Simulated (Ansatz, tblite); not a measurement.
Forces on Ti2Te3 at its PBE-D4/def2-SVP geometry. Charge 0, multiplicity 1.

In the def2 sets Te takes a core potential; there is no spin–orbit coupling. The xTB rows come from tblite. The restricted singlet is unstable towards broken spin symmetry in Hartree–Fock (as tested in another run); at PBE-D4/def2-TZVP this wasn't settled. Another isomer (singlet) lies 1.50 eV lower at PBE0-D4/def2-TZVP; other spin states weren't run for this one.

GFN1-xTB (tblite), largest force 5.64 eV/Å:

```xyz
5
positions Å, forces eV/Å
Ti    0.262   -0.058   -1.221   -0.762   -1.993   -5.216
Ti    0.582    0.691    0.865    0.847    1.782    5.278
Te   -0.367    2.476   -0.835   -0.055    0.428   -0.144
Te    1.081   -2.054    0.573   -0.448    0.105    0.031
Te   -1.557   -1.055    0.618    0.419   -0.321    0.052
```

GFN2-xTB (tblite), largest force 7.59 eV/Å:

```
Ti -0.773 -2.339 -7.179
Ti 1.391 2.740 6.938
Te -0.149 0.603 -0.192
Te 0.394 -0.601 0.156
Te -0.862 -0.403 0.277
```

PBE-D4/def2-TZVP (Ansatz), largest force 0.31 eV/Å:

```
Ti -0.068 -0.124 -0.273
Ti 0.018 0.083 0.294
Te 0.017 -0.050 0.017
Te -0.203 0.127 -0.015
Te 0.236 -0.036 -0.023
```
